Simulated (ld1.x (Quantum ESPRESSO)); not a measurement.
Transferability test, TM potential for Mg (Z = 12)

* Element: magnesium
* Generator: ld1.x (Quantum ESPRESSO) 7.5
* Type: norm-conserving Troullier–Martins (Kleinman–Bylander form)
* Functional: PBEsol
* Relativity: scalar-relativistic
* Frozen core: [Ne]
* Valence charge: 2
* Reference configuration: 3s1 3p0 (charge +1)
* Partial waves: 3s (bound): rc 1.80 bohr; 3d channel at 0.1 Ry: rc 2.60 bohr; 3p (bound, empty): rc 3.25 bohr
* Local potential: the p channel
* Core correction: a·sin(br)/r model core inside 1.85 bohr

Energies are relative to the spin-unpolarised reference configuration 3s1 3p0; without spin polarisation the order of configurations can differ from experiment.

```tsv
valence configuration	charge	ΔE all-electron (eV)	error AE − PS (meV)
3s2 3p0	0	-7.920	-3.1
3s1 3p1	0	-4.446	+0.9
3s0 3p1	+1	4.310	+2.5
```

Question: What are ΔE and the potential's error for 3s1.5 3p0?

Answer: ΔE = -4.792 eV all-electron; the error (AE − PS) is -0.6 meV.

Question: What are ΔE and the potential's error for 3s0 3p2?

Answer: ΔE = -0.794 eV all-electron; the error (AE − PS) is -1.5 meV.

Levels in the configuration 3s1.5 3p0:

| level | all-electron (eV) | pseudo (eV) |
| --- | --- | --- |
| 3s | -7.883 | -7.880 |
